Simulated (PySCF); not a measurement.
C5H9O2, doublet, at a GFN2-xTB geometry; BLYP/6-31G in PySCF.

Here is a job for PySCF.
```python
from pyscf import gto, scf, dft

mol = gto.M(
    atom='''
C    -3.161959    0.949521    0.172706
C    -1.787416    0.889393    0.694632
C    -0.834890    0.168776   -0.248525
O     0.467448    0.165518    0.338360
C     1.400171   -0.571275   -0.273676
C     2.721588   -0.479115    0.443705
O     1.192994   -1.215088   -1.267647
H    -3.926063    1.439156    0.742353
H    -3.417245    0.504316   -0.766996
H    -1.766426    0.385515    1.672186
H    -1.400607    1.901197    0.883733
H    -0.786383    0.673866   -1.219734
H    -1.152201   -0.865790   -0.419505
H     3.089451   -1.481588    0.646980
H     2.610692    0.079360    1.367290
H     3.440284    0.016732   -0.205061
''',
    basis='6-31g',
    charge=0,
    spin=1,
    verbose=4,
)

mf = dft.UKS(mol)
mf.xc = 'blyp'
mf.init_guess = '1e'
mf.kernel()
```

Problem. Predict the main parts of the log of this PySCF run.

Solution. 
```
PySCF version 2.14.0

[INPUT] verbose = 4
[INPUT] num. atoms = 16
[INPUT] num. electrons = 55
[INPUT] charge = 0
[INPUT] spin (= nelec alpha-beta = 2S) = 1
[INPUT] symmetry False subgroup None
[INPUT] Mole.unit = angstrom
[INPUT] Symbol           X                Y                Z      unit          X                Y                Z       unit  Magmom
[INPUT]  1 C     -3.161959000000   0.949521000000   0.172706000000 AA   -5.975236527104   1.794334639523   0.326367040069 Bohr   0.0
[INPUT]  2 C     -1.787416000000   0.889393000000   0.694632000000 AA   -3.377726710666   1.680709187105   1.312664237359 Bohr   0.0
[INPUT]  3 C     -0.834890000000   0.168776000000  -0.248525000000 AA   -1.577713444138   0.318940416400  -0.469644185108 Bohr   0.0
[INPUT]  4 O      0.467448000000   0.165518000000   0.338360000000 AA    0.883348697476   0.312783688686   0.639407731508 Bohr   0.0
[INPUT]  5 C      1.400171000000  -0.571275000000  -0.273676000000 AA    2.645939717558  -1.079553291811  -0.517172686866 Bohr   0.0
[INPUT]  6 C      2.721588000000  -0.479115000000   0.443705000000 AA    5.143055943903  -0.905396132171   0.838480930100 Bohr   0.0
[INPUT]  7 O      1.192994000000  -1.215088000000  -1.267647000000 AA    2.254431928249  -2.296183537246  -2.395505652627 Bohr   0.0
[INPUT]  8 H     -3.926063000000   1.439156000000   0.742353000000 AA   -7.419183817788   2.719610690525   1.402843857749 Bohr   0.0
[INPUT]  9 H     -3.417245000000   0.504316000000  -0.766996000000 AA   -6.457657150539   0.953019120236  -1.449412378637 Bohr   0.0
[INPUT] 10 H     -1.766426000000   0.385515000000   1.672186000000 AA   -3.338061359311   0.728517766912   3.159973569332 Bohr   0.0
[INPUT] 11 H     -1.400607000000   1.901197000000   0.883733000000 AA   -2.646763638149   3.592741638845   1.670013337240 Bohr   0.0
[INPUT] 12 H     -0.786383000000   0.673866000000  -1.219734000000 AA   -1.486048499014   1.273422184656  -2.304963204820 Bohr   0.0
[INPUT] 13 H     -1.152201000000  -0.865790000000  -0.419505000000 AA   -2.177344330450  -1.636105981387  -0.792749557886 Bohr   0.0
[INPUT] 14 H      3.089451000000  -1.481588000000   0.646980000000 AA    5.838216265264  -2.799795549442   1.222615008071 Bohr   0.0
[INPUT] 15 H      2.610692000000   0.079360000000   1.367290000000 AA    4.933492875593   0.149968665245   2.583803632857 Bohr   0.0
[INPUT] 16 H      3.440284000000   0.016732000000  -0.205061000000 AA    6.501194550723   0.031618897516  -0.387509128829 Bohr   0.0

nuclear repulsion = 300.251046546303
number of shells = 53
number of NR pGTOs = 190
number of NR cGTOs = 81
basis = 6-31g
ecp = {}

******** <class 'pyscf.dft.uks.UKS'> ********
method = UKS
initial guess = 1e
damping factor = 0
level_shift factor = 0
DIIS = <class 'pyscf.scf.diis.CDIIS'>
diis_start_cycle = 1
diis_space = 8
diis_damp = 0
SCF conv_tol = 1e-09
SCF conv_tol_grad = None
SCF max_cycles = 50
direct_scf = True
direct_scf_tol = 1e-13
number electrons alpha = 28  beta = 27
XC library pyscf.dft.libxc version 7.1.2
    S. Lehtola, C. Steigemann, M. J. T. Oliveira, and M. A. L. Marques,  SoftwareX 7, 1–5 (2018)
XC functionals = blyp
    A. D. Becke,  Phys. Rev. A 38, 3098 (1988)
    C. Lee, W. Yang, and R. G. Parr,  Phys. Rev. B 37, 785 (1988)
    B. Miehlich, A. Savin, H. Stoll, and H. Preuss,  Chem. Phys. Lett. 157, 200 (1989)
radial grids:
    Treutler-Ahlrichs [JCP 102, 346 (1995); DOI:10.1063/1.469408] (M4) radial grids

becke partition: Becke, JCP 88, 2547 (1988); DOI:10.1063/1.454033
pruning grids: <function nwchem_prune>
grids dens level: 3
symmetrized grids: False
atomic radii adjust function: <function treutler_atomic_radii_adjust>
small_rho_cutoff = 0
Set gradient conv threshold to 3.16228e-05
Initial guess from hcore.

tot grids = 187032
init E= -285.861512420655

cycle= 1 E= -228.358641710503  delta_E= 57.5  |g|= 4.52  |ddm|= 75.5

cycle= 2 E= -215.689450865032  delta_E= 12.7  |g|= 5.23  |ddm|= 76.7
cycle= 3 E= -325.523159109613  delta_E= -110  |g|= 4.42  |ddm|= 20.5
cycle= 4 E= -306.053548108398  delta_E= 19.5  |g|= 5.85  |ddm|= 12.3
cycle= 5 E= -308.374985001111  delta_E= -2.32  |g|= 5.72  |ddm|= 3.67
cycle= 6 E= -308.297257098814  delta_E= 0.0777  |g|= 5.72  |ddm|= 0.118
cycle= 7 E= -308.440128274694  delta_E= -0.143  |g|= 5.72  |ddm|= 0.203
cycle= 8 E= -308.41491129984  delta_E= 0.0252  |g|= 5.73  |ddm|= 0.113
cycle= 9 E= -308.915474856803  delta_E= -0.501  |g|= 5.76  |ddm|= 0.89
cycle= 10 E= -211.680143850322  delta_E= 97.2  |g|= 3.81  |ddm|= 82.9
cycle= 11 E= -276.88560463916  delta_E= -65.2  |g|= 6.12  |ddm|= 83.9

cycle= 12 E= -290.435275122341  delta_E= -13.5  |g|= 5.75  |ddm|= 9.52
cycle= 13 E= -290.598586852208  delta_E= -0.163  |g|= 5.75  |ddm|= 0.357
cycle= 14 E= -290.618686867433  delta_E= -0.0201  |g|= 5.74  |ddm|= 0.373
cycle= 15 E= -290.464419429399  delta_E= 0.154  |g|= 5.76  |ddm|= 0.627
cycle= 16 E= -289.641409043217  delta_E= 0.823  |g|= 5.85  |ddm|= 2.54
cycle= 17 E= -289.666689889322  delta_E= -0.0253  |g|= 5.85  |ddm|= 0.0359
cycle= 18 E= -289.360431752046  delta_E= 0.306  |g|= 5.87  |ddm|= 0.691

cycle= 19 E= -160.776800262664  delta_E=  129  |g|= 5.18  |ddm|=  119

cycle= 20 E= -264.496999110036  delta_E= -104  |g|= 6.56  |ddm|=  120
cycle= 21 E= -296.359889069583  delta_E= -31.9  |g|= 5.32  |ddm|= 12.1
cycle= 22 E= -303.750750980063  delta_E= -7.39  |g|= 4.98  |ddm|= 5.65
cycle= 23 E= -301.677864165437  delta_E= 2.07  |g|= 5.35  |ddm|= 6.64
cycle= 24 E= -300.374231943756  delta_E=  1.3  |g|= 5.42  |ddm|= 4.39
cycle= 25 E= -300.472563595982  delta_E= -0.0983  |g|= 5.42  |ddm|= 0.501
cycle= 26 E= -300.764140081044  delta_E= -0.292  |g|= 5.37  |ddm|= 0.481
cycle= 27 E= -296.595097656177  delta_E= 4.17  |g|= 5.62  |ddm|= 9.63
cycle= 28 E= -165.982445036736  delta_E=  131  |g|= 5.57  |ddm|=  100
cycle= 29 E= -301.27400984565  delta_E= -135  |g|= 5.52  |ddm|=  101
cycle= 30 E= -293.051003384686  delta_E= 8.22  |g|= 5.89  |ddm|= 8.05
cycle= 31 E= -300.023026736362  delta_E= -6.97  |g|= 5.51  |ddm|=    8
cycle= 32 E= -300.669217022016  delta_E= -0.646  |g|= 5.39  |ddm|=  1.1
cycle= 33 E= -300.479114034143  delta_E= 0.19  |g|=  5.5  |ddm|= 2.53
cycle= 34 E= -295.64996373833  delta_E= 4.83  |g|= 5.83  |ddm|= 7.83
cycle= 35 E= -297.63339028023  delta_E= -1.98  |g|= 5.63  |ddm|= 2.99

cycle= 36 E= -297.899253453357  delta_E= -0.266  |g|=  5.8  |ddm|= 8.56
cycle= 37 E= -165.204263115572  delta_E=  133  |g|= 5.55  |ddm|=  103
cycle= 38 E= -297.381829783969  delta_E= -132  |g|= 5.79  |ddm|=  103
cycle= 39 E= -296.911344278865  delta_E= 0.47  |g|= 5.79  |ddm|= 1.39
cycle= 40 E= -297.113469270889  delta_E= -0.202  |g|= 5.74  |ddm|= 1.26
cycle= 41 E= -297.130964071205  delta_E= -0.0175  |g|= 5.82  |ddm|=  2.1
cycle= 42 E= -296.480024553637  delta_E= 0.651  |g|=  5.7  |ddm|= 7.09
cycle= 43 E= -294.441494065343  delta_E= 2.04  |g|= 5.68  |ddm|= 5.82
cycle= 44 E= -288.560601307972  delta_E= 5.88  |g|= 5.83  |ddm|= 5.73
cycle= 45 E= -300.381072723025  delta_E= -11.8  |g|= 5.42  |ddm|= 8.03
cycle= 46 E= -164.183967450582  delta_E=  136  |g|= 5.62  |ddm|=  102
cycle= 47 E= -300.097079643868  delta_E= -136  |g|= 5.48  |ddm|=  102
cycle= 48 E= -300.111374161696  delta_E= -0.0143  |g|=  5.6  |ddm|=    6
cycle= 49 E= -300.416403101851  delta_E= -0.305  |g|= 5.56  |ddm|= 4.61
cycle= 50 E= -300.492628475318  delta_E= -0.0762  |g|= 5.55  |ddm|= 0.478
SCF not converged.
SCF energy = -300.492628475318 after 50 cycles  <S^2> = 0.75675867  2S+1 = 2.0067473
```

The run did not converge; its last values are not results.
